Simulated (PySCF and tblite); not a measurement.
Results of a calculation; reference values are marked as such.
Molecule: C₆H₉N, numbered as in [CH2:1]=[CH:2][C:3]1=[CH:4][N:5]([CH3:6])[CH2:7]1.

The mean out-of-plane torsion at N5 (0° is planar) is held and the rest relaxed at GFN2-xTB. Energies: PBE0/pcSseg-1 + D3(BJ). (tblite 0.8, PySCF 2.14.)

GFN2-xTB profile:

(out-of-plane angle °, kcal/mol): (-38, 0.89), (-31, 0.00), (-22, 0.53), (-11, 1.55), (0, 2.06), (11, 1.55), (22, 0.54), (31, 0.01), (38, 0.90)

Problem. Give the DFT energy and dipole along the out-of-plane angle.

Solution. 
| out-of-plane angle ° | E kcal/mol | dipole D |
| --- | --- | --- |
| -38 | 0.00 | 1.24 |
| -31 | 0.06 | 1.64 |
| -22 | 1.41 | 2.10 |
| -11 | 3.06 | 2.51 |
| 0 | 3.89 | 2.70 |
| 11 | 3.11 | 2.54 |
| 22 | 1.47 | 2.13 |
| 31 | 0.11 | 1.65 |
| 38 | 0.01 | 1.24 |

Problem. Where is the lowest sampled point, and what does the planar form cost?

Solution. At -38°; the point at 0° lies 3.89 kcal/mol above it.
